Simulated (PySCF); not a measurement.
C₂H₃Cl₃Si, SMILES C=C[Si](Cl)(Cl)Cl. Atoms are numbered in the order given.

```xyz
9

C     -2.5863    -1.0810     0.0000
C     -1.2771    -1.3739     0.0000
Si     0.0535    -0.0949     0.0000
Cl    -0.7596     1.7971     0.0000
Cl     1.2529    -0.2988    -1.6615
Cl     1.2529    -0.2988     1.6615
H     -2.9438    -0.0463     0.0000
H     -3.3510    -1.8646     0.0000
H     -0.9570    -2.4238     0.0000
```

The structure is a stationary point at TPSSh-D3(BJ)/def2-SVP. One conformer was computed; it need not be the lowest.

All values below come from CAM-B3LYP/def2-TZVP run with PySCF.

Symmetry labels are those of the subgroup Cs that the program uses (full group Cs).

Computed valence orbital energies around the gap with their symmetry:
```csv
orbital,symmetry,energy (eV)
HOMO−7,A',-12.16
HOMO−6,A",-11.54
HOMO−5,A',-11.51
HOMO−4,A",-11.01
HOMO−3,A',-10.93
HOMO−2,A',-10.71
HOMO−1,A",-10.53
HOMO,A",-9.93
LUMO,A",-0.13
LUMO+1,A',1.12
LUMO+2,A',1.69
LUMO+3,A',2.53
```
